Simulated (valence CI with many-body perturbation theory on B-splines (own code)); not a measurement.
Results of a calculation; reference values are marked as such.
# Eu⁵⁸⁺: what each term of the Hamiltonian does

Method: valence CI with perturbative core correlation (CI+MBPT): three valence electrons over a frozen Dirac-Fock core [He], a basis of 11 s, 11 p, 9 d, 7 f, 5 g, 2 h, 1 i functions for each j, with the one-electron correlation potential Σ1 (screened to all orders), the two-electron term Σ2, the three-electron term Σ3, Breit, model QED; selected single and double excitations, second order for the rest (own B-spline code, finite nucleus).

The last digits are not significant, and no measured levels were compared; by estimate large intervals hold to a few tenths of a per cent, small ones and those within an open d or f shell to about a per cent.

Each rung adds one term. CI alone is the Dirac-Coulomb CI over the frozen core; QED comes last and gives the full result, which names the levels. Energies are above (2s^2 2p1/2) J=1/2 on the same rung, in Ry.

Levels are named by their leading jj configuration (3d3/2^4 stands for four electrons in 3d with j = 3/2), which in mixed levels can hold well under half, so a name can repeat and another be missing. Letters in brackets count levels of one name in rising energy.

```tsv
Level	CI alone	+ Σ1	+ Σ2	+ Σ3	+ Breit	Full
(2s 2p1/2^2) J=1/2	15.22	15.20	15.19	15.19	16.02	15.26
(2s^2 2p3/2) J=3/2	52.77	52.78	52.78	52.78	51.98	52.05
(2s 2p1/2 2p3/2) J=3/2 [a]	63.41	63.40	63.40	63.40	63.39	62.71
(2s 2p1/2 2p3/2) J=5/2	66.57	66.56	66.55	66.55	66.07	65.39
(2s 2p1/2 2p3/2) J=1/2	70.41	70.40	70.38	70.37	70.40	69.71
(2s 2p1/2 2p3/2) J=3/2 [b]	70.79	70.78	70.76	70.76	70.51	69.82
(2p1/2^2 2p3/2) J=3/2	86.70	86.67	86.64	86.64	87.30	85.86
(2s 2p3/2^2) J=5/2	117.75	117.75	117.75	117.74	116.68	116.08
(2s 2p3/2^2) J=1/2	123.83	123.83	123.82	123.82	123.23	122.62
(2s 2p3/2^2) J=3/2	124.24	124.24	124.22	124.22	123.29	122.69
(2p1/2 2p3/2^2) J=3/2	136.56	136.54	136.51	136.50	136.39	135.02
(2p1/2 2p3/2^2) J=5/2	138.60	138.58	138.55	138.55	137.98	136.61
(2p1/2 2p3/2^2) J=1/2	141.40	141.38	141.35	141.35	141.38	140.02
(2p3/2^3) J=3/2	192.04	192.03	192.01	192.00	191.09	189.80
(2s^2 3s) J=1/2	540.10	540.13	540.12	540.12	538.92	539.13
(2s^2 3p1/2) J=1/2	545.28	545.30	545.30	545.29	544.32	544.29
(2s 2p1/2 3s) J=1/2 [a]	550.36	550.37	550.37	550.36	549.88	549.34
(2s 2p1/2 3s) J=3/2	552.25	552.26	552.25	552.25	551.55	551.01
(2s 2p1/2 3s) J=1/2 [b]	553.98	553.99	553.99	553.98	553.40	552.85
(2s 2p1/2 3p1/2) J=1/2 [a]	554.73	554.74	554.73	554.73	554.47	553.70
(2s 2p1/2 3p1/2) J=3/2	556.76	556.77	556.76	556.75	556.23	555.47
(2s 2p1/2 3p1/2) J=1/2 [b]	559.17	559.17	559.16	559.16	558.83	558.06
(2s^2 3p3/2) J=3/2	560.95	560.98	560.97	560.97	559.76	559.75
(2s^2 3d3/2) J=3/2	564.74	564.77	564.77	564.76	563.42	563.39
(2p1/2^2 3s) J=1/2	568.61	568.60	568.59	568.58	568.76	567.55
(2s^2 3d5/2) J=5/2	568.98	569.01	569.01	569.00	567.62	567.60
(2s 2p1/2 3p3/2) J=3/2 [a]	571.04	571.05	571.05	571.04	570.55	569.81
(2s 2p1/2 3p3/2) J=5/2	573.31	573.32	573.31	573.30	572.57	571.83
(2p1/2^2 3p1/2) J=1/2	573.03	573.01	572.99	572.99	573.35	571.91
(2s 2p1/2 3p3/2) J=3/2 [b]	573.47	573.47	573.46	573.46	572.78	572.03
(2s 2p1/2 3d3/2) J=3/2 [a]	573.97	573.98	573.98	573.97	573.43	572.66
```

Task: How does the ionisation energy move along the ladder, and which term matters most?

Result: CI alone 13063, + Σ1 13063, + Σ2 13063, + Σ3 13063, + Breit 13044, + QED 13044 eV. The largest step is Breit, -19 eV. NIST lists 13050 ± 6 eV (theoretical).
